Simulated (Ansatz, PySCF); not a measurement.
Process, species as SMILES: CCN[SiH2]OC + C (CH4) + N (NH3) + O (H2O) + [SiH4] (SiH4) → CC (C2H6) [ethane] + CN (CH5N) + CO (CH4O) [methanol] + N[SiH3] + O[SiH3] [hydroxysilane]
Structures are relaxed separately at B3LYP-D3(BJ)/def2-TZVP in Ansatz (an electronic-structure program), one conformer each, not searched for the lowest. Frequencies are from Ansatz or PySCF.
Geometry of the first species:
```xyz
17

C     -2.3364     0.6751    -0.7948
C     -1.8819    -0.5448     0.0015
N     -0.8110    -0.2688     0.9501
Si     0.8453    -0.6441     0.7571
O      1.8046     0.4749     0.0153
C      1.6850     0.8477    -1.3441
H     -1.5147     1.0819    -1.3865
H     -3.1537     0.4162    -1.4723
H     -2.6909     1.4641    -0.1274
H     -1.5283    -1.3195    -0.6832
H     -2.7402    -0.9737     0.5298
H     -1.0841     0.3623     1.6891
H      0.8724    -1.8828    -0.0599
H      1.4575    -0.7798     2.0913
H      2.6027     1.3539    -1.6449
H      0.8450     1.5333    -1.4910
H      1.5409    -0.0243    -1.9925
```

Property: bond separation energy (0 K, with B3LYP-D3(BJ) harmonic zero-point energies), in kJ/mol. Cores are frozen in the correlated levels unless marked. No spin-orbit coupling. Non-relativistic. Basis-set limits of correlation are two-point, X^-3; Hartree-Fock from the larger set. The bracket is a focal-point correction in the basis named.

```json
[
 {"level": "BLYP-D3(BJ)/def2-TZVPD", "program": "Ansatz + dftd3", "bond separation energy (kJ/mol)": "65.2"},
 {"level": "BLYP-D4/def2-TZVPD", "program": "Ansatz + dftd4", "bond separation energy (kJ/mol)": "67.7"},
 {"level": "revPBE/def2-TZVPD", "program": "Ansatz", "bond separation energy (kJ/mol)": "[?]"},
 {"level": "SCS-MP2/aug-cc-pV(D+d)Z", "program": "Ansatz", "bond separation energy (kJ/mol)": "63.2"},
 {"level": "CCSD/cc-pV(D+d)Z", "program": "Ansatz", "bond separation energy (kJ/mol)": "[?]"},
 {"level": "RI-MP2/CBS(cc-pV(T+d)Z,cc-pV(Q+d)Z)+[CCSD(T)-MP2]/cc-pV(T+d)Z", "program": "Ansatz", "bond separation energy (kJ/mol)": "62.4"}
]
```

Task: Some entries are withheld; supply them.

Result: 
- revPBE/def2-TZVPD, bond separation energy (kJ/mol): 45.7
- CCSD/cc-pV(D+d)Z, bond separation energy (kJ/mol): 57.3
